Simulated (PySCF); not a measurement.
## Electron correlation in Pt⁴⁴⁺ (platinum, charge +44)

[Ar] 3d10 4s2 4p4, high-spin 3P determinant. Calculation: PySCF 2.14, in an even-tempered Gaussian basis (18 s from 4.7 bohr⁻², ratio 2.5; 14 p from 6.1 bohr⁻², ratio 2.5; 8 d from 11 bohr⁻², ratio 2.5; 4 f from 33 bohr⁻², ratio 2.7; 4 g from 50 bohr⁻², ratio 2.7); the spin-free X2C one-electron Hamiltonian (Gaussian nucleus). Frozen: [Ne]; 24 electrons correlated; the 32 highest virtual orbitals of each spin left out.

MP2 pair energies summed by pair of shells (mhartree):

| pair | energy | share (%) |
| --- | --- | --- |
| 3d-3d | -412.68 | 34.9 |
| 3p-3d | -200.83 | 17.0 |
| 3d-4p | -136.94 | 11.6 |
| 4p-4p | -92.51 | 7.8 |
| 4s-4p | -74.04 | 6.3 |
| 3d-4s | -59.11 | 5.0 |
| 3p-3p | -54.82 | 4.6 |
| 3s-3d | -43.11 | 3.6 |
| 3p-4p | -37.09 | 3.1 |
| 3s-3p | -24.76 | 2.1 |
| 3p-4s | -21.42 | 1.8 |
| 4s-4s | -10.37 | 0.9 |
| 3s-4p | -7.23 | 0.6 |
| 3s-3s | -4.30 | 0.4 |
| 3s-4s | -3.68 | 0.3 |

Total MP2 correlation energy: -1182.9 mhartree.

At this charge the one-electron X2C treatment keeps the bare 1/r₁₂, with no two-electron picture change or Breit term. The effect here is smaller than on the frozen 1s shell; and a scalar Hamiltonian misses the large spin-orbit splitting of the p shells, which matters for ns² → np² pairs.

Spin-orbit coupling is strong in this species, so the high-spin LS determinant is a model state.
